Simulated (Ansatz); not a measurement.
Consider the ligand exchange at a B–O bond: `SCOBCl` + CH₃NH₂ → `CNBCl` + `OCS`.

Isolated molecules relaxed with PBE0-D4/def2-TZVP in Ansatz; ΔE leaves out vibrations. CCSD(T)/CBS is the MP2 limit (def2-TZVPP, def2-QZVPP) plus CCSD(T) − MP2 in def2-TZVPP, frozen cores. Functionals use def2-TZVPP. B3LYP here is the variant with VWN-RPA as its local correlation; programs differ in this. One conformer a species, not always the lowest.

`SCOBCl`:

Z-matrix (Å, degrees):
```
C
O 1 1.412
S 1 1.799 2 113.6
H 1 1.093 2 111.2 3 118.6
H 1 1.088 2 107.2 3 -121.9
B 2 1.342 1 120.7 3 -90.2
H 3 1.343 1 96.3 2 -68.9
Cl 6 1.750 2 118.1 1 177.9
H 6 1.194 2 122.5 1 -3.0
```

CH₃NH₂:

Cartesian coordinates in Å:
```
C -0.127 -0.540 -0.124
N -0.125 0.885 0.163
H 0.859 -1.026 -0.100
H -0.557 -0.709 -1.114
H -0.769 -1.053 0.594
H 0.457 1.381 -0.500
H 0.261 1.063 1.081
```

`CNBCl`:

Z-matrix (Å, degrees):
```
C
N 1 1.445
H 1 1.094 2 111.4
H 1 1.094 2 111.4 3 121.0
H 1 1.090 2 109.2 3 -119.5
B 2 1.381 1 126.0 3 119.4
H 2 1.009 1 115.0 3 -60.6
Cl 6 1.771 2 119.6 1 -180.0
H 6 1.192 2 121.5 1 0.0
```

`OCS`:

```xyz
7

O     1.003    0.602    0.420
C     0.086   -0.168   -0.316
S    -1.560    0.535   -0.202
H     1.864    0.173    0.368
H     0.311   -0.165   -1.389
H     0.060   -1.206    0.030
H    -1.764    0.229    1.090
```

```json
{"level": "PBE-D4", "ΔE (kJ/mol)": "-3.3", "difference from CCSD(T)/CBS": "-2.4"}
{"level": "r2SCAN-D4", "ΔE (kJ/mol)": "0.0", "difference from CCSD(T)/CBS": "0.9"}
{"level": "PBE0-D4", "ΔE (kJ/mol)": "-3.6", "difference from CCSD(T)/CBS": "-2.7"}
{"level": "B3LYP-D4", "ΔE (kJ/mol)": "1.0", "difference from CCSD(T)/CBS": "1.9"}
{"level": "ωB97X-V", "ΔE (kJ/mol)": "0.4", "difference from CCSD(T)/CBS": "1.3"}
{"level": "ωB97M-V", "ΔE (kJ/mol)": "-0.3", "difference from CCSD(T)/CBS": "0.6"}
{"level": "B2PLYP", "ΔE (kJ/mol)": "1.1", "difference from CCSD(T)/CBS": "2.0"}
{"level": "PBE", "ΔE (kJ/mol)": "-4.0", "difference from CCSD(T)/CBS": "-3.1"}
{"level": "r2SCAN", "ΔE (kJ/mol)": "-0.4", "difference from CCSD(T)/CBS": "0.5"}
{"level": "PBE0", "ΔE (kJ/mol)": "-4.4", "difference from CCSD(T)/CBS": "-3.5"}
{"level": "B3LYP", "ΔE (kJ/mol)": "0.0", "difference from CCSD(T)/CBS": "0.9"}
{"level": "HF/def2-TZVPP", "ΔE (kJ/mol)": "5.2", "difference from CCSD(T)/CBS": "6.1"}
{"level": "MP2/def2-TZVPP", "ΔE (kJ/mol)": "0.4", "difference from CCSD(T)/CBS": "1.3"}
{"level": "SCS-MP2/def2-TZVPP", "ΔE (kJ/mol)": "1.7", "difference from CCSD(T)/CBS": "2.6"}
{"level": "CCSD/def2-TZVPP", "ΔE (kJ/mol)": "1.4", "difference from CCSD(T)/CBS": "2.3"}
{"level": "CCSD(T)/def2-TZVPP", "ΔE (kJ/mol)": "1.7", "difference from CCSD(T)/CBS": "2.6"}
{"level": "HF/def2-QZVPP", "ΔE (kJ/mol)": "5.4", "difference from CCSD(T)/CBS": "6.3"}
{"level": "MP2/def2-QZVPP", "ΔE (kJ/mol)": "-1.0", "difference from CCSD(T)/CBS": "-0.1"}
{"level": "SCS-MP2/def2-QZVPP", "ΔE (kJ/mol)": "0.3", "difference from CCSD(T)/CBS": "1.2"}
{"level": "HF/CBS(def2)", "ΔE (kJ/mol)": "5.4", "difference from CCSD(T)/CBS": "6.3"}
{"level": "MP2/CBS(def2)", "ΔE (kJ/mol)": "-2.2", "difference from CCSD(T)/CBS": "-1.3"}
{"level": "CCSD/CBS(def2)", "ΔE (kJ/mol)": "-1.2", "difference from CCSD(T)/CBS": "-0.3"}
{"level": "CCSD(T)/CBS", "ΔE (kJ/mol)": "-0.9", "difference from CCSD(T)/CBS": "0"}
```

Largest T1 diagnostic among the species: 0.013.

In def2-TZVPP, CCSD(T) changes the Hartree–Fock value by −3.5 kJ/mol (the triples alone add +0.3 kJ/mol) and MP2 by −4.8 kJ/mol.
